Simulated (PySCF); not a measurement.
C2H4BF2N, SMILES C/N=C/B(F)F.

Coordinates come from a B3LYP-D3(BJ)/def2-SVP optimisation. The structure was generated by enumeration; whether it is a known compound was not checked. Other conformers were not sampled.

Two levels are set side by side: PBE/def2-TZVP (PySCF) and PBE0/def2-TZVP (PySCF). Same geometry, gas phase. Differences are taken from unrounded values.

```tsv
quantity	PBE0	PBE	PBE minus PBE0
orbital gap (eV)	5.79	3.25	-2.54
highest occupied level (eV)	-7.69	-6.16	1.53
lowest empty level (eV)	-1.90	-2.91	-1.00
dipole moment (D)	2.59	2.46	-0.14
mean polarisability (bohr³)	46.9	49.3	2.4
```

Without exact exchange PBE keeps part of each electron's self-repulsion, which lifts occupied levels and narrows the gap. Loosely held outer electrons make PBE densities more polarisable. Differences between two approximate levels are no errors against the true value.

Rough cost on one machine, each run with all the roots and properties that it gave: PBE0 against PBE within a factor of 2.
